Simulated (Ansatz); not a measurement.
`[NH2][Ge]([F])([F])[F]` + HCl → `[NH2][Ge]([F])([F])[Cl]` + H–F at 500 K and 1 bar (ligand exchange at a Ge–F bond).

Calculated with Ansatz (gas phase, PBE0-D4/def2-TZVP geometries, no zero-point term in ΔE). CCSD(T)/CBS adds triple-zeta CCSD(T) − MP2 to the extrapolated MP2 energy (def2 sets, frozen cores). This one scheme is used for every species. For Ge outer-core shells are correlated without core-valence functions, which leaves a few kJ/mol of doubt a bond. Scalar relativity is left out up to krypton. Each species was taken in one conformer, which may not be the lowest.

```json
{"species": "`[NH2][Ge]([F])([F])[F]`", "CCSD(T)/CBS energy (Eh)": "-2431.53610", "H − E (kJ/mol)": "129.3", "S (J/(mol·K))": "400.1"}
{"species": "HCl", "CCSD(T)/CBS energy (Eh)": "-460.38127", "H − E (kJ/mol)": "32.5", "S (J/(mol·K))": "201.9"}
{"species": "`[NH2][Ge]([F])([F])[Cl]`", "CCSD(T)/CBS energy (Eh)": "-2791.52510", "H − E (kJ/mol)": "128.1", "S (J/(mol·K))": "411.1"}
{"species": "H–F", "CCSD(T)/CBS energy (Eh)": "-100.39570", "H − E (kJ/mol)": "39.4", "S (J/(mol·K))": "188.7"}
```

H − E and S are ideal-gas, rigid-rotor, harmonic terms from PBE0-D4/def2-TZVP, for one conformer and one mirror image of each species. 1 Eh = 2625.50 kJ/mol, R = 8.31446 J/(mol·K).

**Question.** By hand: ΔE, ΔH, ΔS and ΔG.

**Answer.** ΔE = (-2791.52510) + (-100.39570) − (-2431.53610) − (-460.38127) = -0.00343 Eh = -9.0 kJ/mol. Δ(H − E) = 128.1 + 39.4 − 129.3 − 32.5 = 5.7, so ΔH = -3.3 kJ/mol. ΔS = 411.1 + 188.7 − 400.1 − 201.9 = -2.2 J/(mol·K). ΔG = -3.3 − 500 × (-2.2)/1000 = -2.2 kJ/mol.

**Question.** By hand: the equilibrium constant, and the temperature at which ΔG would vanish if ΔH and ΔS stayed fixed.

**Answer.** log₁₀ K = −ΔG/(RT ln 10) = 0.2. ΔG = 0 at ΔH/ΔS = 1500 K, though so small a ΔH makes that figure unsure.

TΔS isn't small against ΔH here. The sign of ΔG lies within the doubt. A doubt of 5 kJ/mol in ΔE shifts log₁₀ K by 0.5 here. Other conformers and mirror images would add mixing entropy, several J/(mol·K) or more a flexible species. These are equilibria of isolated gas molecules and say nothing of rates. Largest T1 diagnostic: 0.012 (customary marks: 0.02 for closed shells, 0.045 for open ones).
